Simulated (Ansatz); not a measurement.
Consider the ligand exchange at the Al–N bond: `[F][Al]([F])[N]([SiH3])[SiH3]` + HBr → `[F][Al]([F])[Br]` + `[SiH3]N[SiH3]`.

Program: Ansatz. Geometries: PBE0-D4/def2-TZVP. ΔE: electronic, gas phase. CCSD(T)/CBS adds triple-zeta CCSD(T) − MP2 to the extrapolated MP2 energy (def2 sets, frozen cores). This one scheme is used for every species. For Br outer-core shells are correlated without core-valence functions, which leaves a few kJ/mol of doubt a bond. Scalar relativity is left out up to krypton. Each species was taken in one conformer, which may not be the lowest.

`[F][Al]([F])[N]([SiH3])[SiH3]`:

Z-matrix (Å, degrees):
```
Si
N 1 1.743
H 1 1.488 2 108.9
H 1 1.487 2 111.4 3 -119.3
H 1 1.484 2 109.4 3 119.9
Al 2 1.765 1 121.6 3 -141.9
Si 2 1.743 1 116.7 3 38.1
F 6 1.637 2 120.7 1 -7.9
F 6 1.637 2 120.9 1 172.2
H 7 1.487 2 111.4 1 -80.1
H 7 1.484 2 109.3 1 159.0
H 7 1.488 2 109.0 1 39.2
```

HBr:

Z-matrix (Å, degrees):
```
Br
H 1 1.420
```

`[F][Al]([F])[Br]`:

```xyz
4

F    -0.956    1.111   -0.875
Al    0.045    0.075   -0.109
F     1.582   -0.072   -0.636
Br   -0.671   -1.113    1.620
```

`[SiH3]N[SiH3]`:

Z-matrix (Å, degrees):
```
Si
N 1 1.726
H 1 1.490 2 112.6
H 1 1.484 2 107.4 3 119.9
H 1 1.489 2 110.9 3 -120.0
Si 2 1.726 1 128.9 3 -109.8
H 2 1.011 1 115.5 3 66.2
H 6 1.490 2 112.6 1 109.8
H 6 1.484 2 107.4 1 -10.1
H 6 1.488 2 110.9 1 -130.1
```

```tsv
level	ΔE (kJ/mol)
HF/def2-SVP	-61.3
CCSD(T)/def2-TZVPP	-47.8
```

What does CCSD(T)/CBS give? (An estimate is asked.)

Ansatz gave: -53.2 kJ/mol. The listed levels differ from it by -8.1, 5.4 kJ/mol.

Largest T1 diagnostic among the species: 0.012.

Leaving LDA and LC-ωPBE aside and taking each functional with its dispersion term where it has one, the values, not all of them listed here, spread over 7.5 kJ/mol, from PBE-QIDH to BLYP-D4. LDA lies +10.2 kJ/mol from PBE without D4. At CCSD(T), def2-SVP lies +10.5 kJ/mol from the extrapolated value and def2-TZVPP +5.4 kJ/mol. The D4 term adds +7.9 kJ/mol with B3LYP and +4.6 kJ/mol with PBE0; it sums over pairs of atoms, weighted by their polarisabilities, and B3LYP, whose exchange is more repulsive, gets the larger term.

CCSD(T)/CBS has its own doubt, a few kJ/mol and more with outer-core shells, so smaller differences from it don't rank the levels.

B3LYP here is the variant with VWN-RPA as its local correlation; programs differ in this.
